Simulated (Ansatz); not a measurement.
Reaction (substitution at a C–N bond): `CNC(C)N` + `N[SiH3]` → `CC(N)N[SiH3]` + CH₃NH₂

Gas-phase electronic energies from Ansatz, PBE0-D4/def2-TZVP geometries. CCSD(T)/CBS adds triple-zeta CCSD(T) − MP2 to the extrapolated MP2 energy (def2 sets, frozen cores). This one scheme is used for every species. Functionals use def2-TZVPP. B3LYP here is the variant with VWN-RPA as its local correlation; programs differ in this. One conformer a species, not always the lowest.

| level | ΔE (kJ/mol) | difference from CCSD(T)/CBS |
| --- | --- | --- |
| r2SCAN-D4 | 10.2 | -0.3 |
| PBE0-D4 | 8.4 | -2.1 |
| B3LYP-D4 | 7.3 | -3.2 |
| ωB97X-V | 9.6 | -0.9 |
| ωB97M-V | 10.2 | -0.3 |
| B2PLYP | 10.0 | -0.5 |
| r2SCAN | 10.6 | 0.1 |
| PBE0 | 9.5 | -1.0 |
| HF/def2-TZVPP | 9.3 | -1.2 |
| MP2/def2-TZVPP | 11.4 | 0.9 |
| SCS-MP2/def2-TZVPP | 10.2 | -0.3 |
| MP2/def2-QZVPP | 11.6 | 1.1 |
| SCS-MP2/def2-QZVPP | 10.4 | -0.1 |
| HF/CBS(def2) | 9.3 | -1.2 |
| MP2/CBS(def2) | 11.8 | 1.3 |
| CCSD/CBS(def2) | 10.5 | 0.0 |
| CCSD(T)/CBS | 10.5 | 0 |

Largest T1 diagnostic among the species: 0.010.
